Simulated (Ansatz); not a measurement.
`[SiH3]/N=C\[SeH]` + `[OH][Al]([SH])[Cl]` → `[SiH3][O][Al]([SH])[Cl]` + `N=C[SeH]`  (ligand exchange at the Si–N bond)

Gas-phase electronic energies from Ansatz, PBE0-D4/def2-TZVP geometries. CCSD(T)/CBS adds triple-zeta CCSD(T) − MP2 to the extrapolated MP2 energy (def2 sets, frozen cores). Functionals use def2-TZVPP. B3LYP here is the variant with VWN-RPA as its local correlation; programs differ in this. For Se outer-core shells are correlated without core-valence functions, which leaves a few kJ/mol of doubt a bond. Scalar relativity is left out up to krypton. Each species was taken in one conformer, which may not be the lowest.

`[SiH3]/N=C\[SeH]`:

Z-matrix (Å, degrees):
```
Si
N 1 1.732
H 1 1.483 2 107.6
H 1 1.483 2 107.6 3 118.5
H 1 1.493 2 113.3 3 -120.8
C 2 1.246 1 131.9 3 121.1
Se 6 1.937 2 127.1 1 0.0
H 6 1.094 2 121.7 1 180.0
H 7 1.468 6 93.1 2 -179.9
```

`[OH][Al]([SH])[Cl]`:

Z-matrix (Å, degrees):
```
Al
S 1 2.161
Cl 1 2.092 2 120.7
O 1 1.680 2 117.8 3 -180.0
H 2 1.345 1 91.8 3 -0.0
H 4 0.956 1 124.1 2 180.0
```

`[SiH3][O][Al]([SH])[Cl]`:

Z-matrix (Å, degrees):
```
Si
O 1 1.629
H 1 1.486 2 109.9
H 1 1.486 2 110.2 3 120.4
H 1 1.486 2 109.3 3 -119.7
Al 2 1.668 1 165.9 3 -68.9
Cl 6 2.081 2 120.6 1 -0.8
S 6 2.161 2 120.9 1 179.1
H 8 1.345 6 92.0 2 0.1
```

`N=C[SeH]`:

Z-matrix (Å, degrees):
```
C
Se 1 1.903
N 1 1.257 2 119.6
H 1 1.094 2 114.0 3 180.0
H 2 1.468 1 94.0 3 -180.0
H 3 1.018 1 111.3 2 -180.0
```

(1) Is it downhill or uphill in electronic energy at CCSD(T)/CBS, and by how much? (An estimate is asked.)

(2) What do these levels give: ωB97M-V, B2PLYP, B3LYP, HF/def2-TZVPP, MP2/def2-TZVPP, CCSD/def2-TZVPP, CCSD(T)/def2-TZVPP, HF/def2-QZVPP, MP2/def2-QZVPP, SCS-MP2/def2-QZVPP, HF/CBS(def2), CCSD/CBS(def2)? (An estimate is asked.)

Largest T1 diagnostic among the species: 0.013.

Answers

(1) The calculation gave: Downhill: ΔE = -14.9 kcal/mol.

(2) The calculation gave: ωB97M-V -15.2, B2PLYP -14.9, B3LYP -14.9, HF/def2-TZVPP -20.2, MP2/def2-TZVPP -14.4, CCSD/def2-TZVPP -16.6, CCSD(T)/def2-TZVPP -15.5, HF/def2-QZVPP -20.6, MP2/def2-QZVPP -14.2, SCS-MP2/def2-QZVPP -15.7, HF/CBS(def2) -20.6, CCSD/CBS(def2) -16.0 kcal/mol.

From PBE to PBE0 (25 % exact exchange), in def2-TZVPP and without D4, ΔE moves by −2.0 kcal/mol. The D4 term adds +0.8 kcal/mol with B3LYP and +0.4 kcal/mol with PBE0; it sums over pairs of atoms, weighted by their polarisabilities, and B3LYP, whose exchange is more repulsive, gets the larger term.
